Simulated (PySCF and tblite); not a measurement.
Results of a calculation; reference values are marked as such.
## Barrier and rate of a pyramidal inversion

System: C₂H₉SSi (charge +1), numbered as in [CH3:1][S+:2]([CH3:3])[SiH3:4].

Motion: pyramidal inversion at S2. Geometries: PBE0-D3(BJ)/def2-SVP; energies: revPBE/pcSseg-1 + D3(BJ); zero-point and thermal terms from GFN2-xTB harmonic modes (soft modes blended into free rotors). Rates follow Eyring's equation with the number of equivalent paths and no tunnelling. Programs: tblite and PySCF.

```tsv
point	symmetry	E(GFN2) kcal/mol	E(DFT) kcal/mol	ZPE change kcal/mol	lowest mode cm⁻¹
start	Cs	0.0	0.0	0.00	70
saddle	C1	16.9	16.0	-1.11	255i
end	Cs	0.0	0.0	0.00	69
```

```json
{
 "Electronic barrier": "16.0 kcal/mol",
 "Barrier with zero-point energy": "14.9 kcal/mol",
 "ΔH‡ (298 K)": "15.0 kcal/mol",
 "ΔS‡ (298 K, symmetry apart)": "2.2 cal/(mol K)",
 "Paths": "2 equivalent paths",
 "End point": "the same structure with atoms interchanged, or its mirror image",
 "Mean lifetime of the start against this motion at 298 K": "2.5 ms",
 "Cost": "2.2 min on 1 thread of AMD EPYC 7B13 (shared host) (rough), peak memory 0.58 GiB, launched as `OMP_NUM_THREADS=1 python ens_run.py task.json out`"
}
```

| T/K | ΔG‡ kcal/mol | k s⁻¹ |
| --- | --- | --- |
| 150 | 14.6 | 3.7×10⁻⁹ |
| 200 | 14.5 | 0.0013 |
| 250 | 14.4 | 2.8 |
| 298 | 14.3 | 401 |
| 350 | 14.3 | 1.8×10⁴ |
| 400 | 14.2 | 2.8×10⁵ |
| 500 | 14.2 | 1.3×10⁷ |

ΔG and ΔG‡ leave out symmetry numbers and mirror images; rates count paths: 2 out.

The ion is treated without a counter-ion.
